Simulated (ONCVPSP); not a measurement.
## What one change does to a pseudopotential (Rb, ONCV)

Rb, optimised norm-conserving Vanderbilt (ONCV), made with ONCVPSP 4.0.1 (PBEsol, scalar-relativistic). Core [Ar] 3d10 4s2, reference 4p6 5s1. Waves: 5s: rc 3.85 bohr, ncon 4, nbas 8, qcut 1.9 1/bohr, 1 projector; 4p: rc 1.65 bohr, ncon 4, nbas 7, qcut 4 1/bohr, 2 projectors, debl 4 Ha; d scattering state at 0.43 Ha: rc 3.00 bohr, ncon 3, nbas 8, qcut 2.7 1/bohr, 2 projectors, debl 3.5 Ha. Local part: polynomial inside 1.35 bohr (lpopt 2, dvloc0 0 Ha). Core correction: Teter function, fcfact 4, rcfact 1.55.

Change: p: rc 2.42.

Cutoffs: the cutoffs (Ha) at which the residual kinetic energy of the hardest occupied pseudo-wave falls to 1 and 0.1 mHa per electron; they do not see the model core or the augmentation charge, which bear on the density cutoff. Errors are all-electron minus pseudo energies relative to the spin-unpolarised reference configuration.

Q: What does the change do?

A: The potential gets softer (26 Ha and 51 Ha → 6.5 Ha and 7.9 Ha); both files keep a bound ghost (d, s); of the 3 tests that both files solve, the error grows in 1 and shrinks in 0 by more than 15 % and 0.3 meV (median size 2.2 → 3.1 meV). A larger radius leaves more room for a smooth pseudo-wave, so fewer plane waves are needed.

```csv
quantity,base,changed
"cutoff, loose",26 Ha,6.5 Ha
"cutoff, tight",51 Ha,7.9 Ha
loose cutoff by channel,"s 1.1 Ha, p 26 Ha","s 1.1 Ha, p 6.5 Ha"
bound ghosts,"s, d","s, d"
GHOST(+) flags under 300 eV,d at 9.7 eV,d at 9.7 eV
tests with a reliable result,3 of 4,3 of 4
"error for 4p6 5s0, meV [ΔE 4.07 eV]",+7.8,+7.8
"error for 4p6 5s0.5, meV [ΔE 1.56 eV]",+1.2,+1.2
"error for 4p6 5s0 5p1, meV [ΔE 1.49 eV]",+2.2,+3.1
s: phases at 3.91 bohr within 0.05 rad from the reference energy up to (Ha; the scan ends near 5),n/a,n/a
d: phases at 3.04 bohr within 0.05 rad from the reference energy up to (Ha; the scan ends near 5),0.6,0.6
"rms error of d²Exc/dni dnj with the model core, mHa",0.27,0.25
```

Base: The cutoffs count occupied waves only; projector 2 of the d channel, the hardest unoccupied one, needs 74 Ha at the loose tolerance. Changed file: The cutoffs count occupied waves only; projector 2 of the d channel, the hardest unoccupied one, needs 74 Ha at the loose tolerance. A true bound ghost makes a file unfit for plane-wave use even where its test errors are small: the radial tests pick states by their node count and pass the ghost by.
